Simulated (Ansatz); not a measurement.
A nudged elastic band was laid between two geometries of C₂H₅NSi (9 atoms, charge 0, multiplicity 1).

The calculation used RKS B3LYP/def2-SVP (Ansatz 0.2.0).

```yaml
movable_images: 7
climbing_image: yes
spring: 5.0 eV/Å²
optimiser: quadratic models (default)
start_path: through a guess of the saddle point
force_threshold: 0.03 eV/Å
iteration_limit: 60
end_points: relaxed
```

Image 0:

```xyz
9
Properties=species:S:1:pos:R:3
C -0.685 0.203 1.710
N -0.164 0.014 0.412
C 0.271 -0.192 -0.657
Si 0.974 -0.876 -2.286
H -0.788 -0.762 2.233
H -0.015 0.855 2.292
H -1.675 0.683 1.649
H -0.027 -0.065 -3.096
H 2.108 0.140 -2.257
```

Image 8:

```xyz
9
Properties=species:S:1:pos:R:3
C -0.692 0.198 1.707
N -0.146 0.037 0.416
C 0.360 -0.125 -0.629
Si 1.450 -0.535 -2.132
H -1.651 -0.339 1.777
H -0.005 -0.197 2.473
H -0.873 1.266 1.906
H 0.271 -1.182 -2.845
H 1.286 0.878 -2.674
```

(1) Which bonds break or form, and what moves?

(2) Give the energies along the band, and the barrier.

(3) What is the geometry of the highest image?

The band took 32 iterations and about 8 core-minutes.

Results:

(1) No bond is made or broken.  The two ends are copies of one structure, up to a mirror image or an exchange of like atoms.

(2) The run converged. The highest image is number 4 of 0 to 8, 0.1 kcal/mol above the ends, which have the same energy within 2 meV. The top lies less than 8 meV above the higher end, about what the thresholds resolve: that end is a shoulder or a very shallow well. A vibrational analysis at the climbing image gives no mode beyond 40i cm⁻¹: the surface is too flat there to confirm a saddle point.

```
image  path coordinate (Å)  energy (kcal/mol)
    0                 0.00                0.0
    1                 0.34                0.0
    2                 0.67                0.0
    3                 1.01                0.0
    4                 1.35                0.1
    5                 1.68                0.0
    6                 2.02                0.0
    7                 2.35                0.0
    8                 2.69                0.0
```

(3) 
```xyz
9
Properties=species:S:1:pos:R:3
C -0.707 0.185 1.700
N -0.128 -0.019 0.429
C 0.348 -0.180 -0.630
Si 1.291 -0.725 -2.189
H -1.279 -0.708 1.998
H 0.083 0.361 2.447
H -1.384 1.054 1.685
H 0.011 -0.670 -3.011
H 1.765 0.702 -2.429
```

Run time: 7.6 min on 1 thread of Intel(R) Xeon(R) Platinum 8559C (Emerald Rapids), on a shared host, peak memory 0.17 GiB.
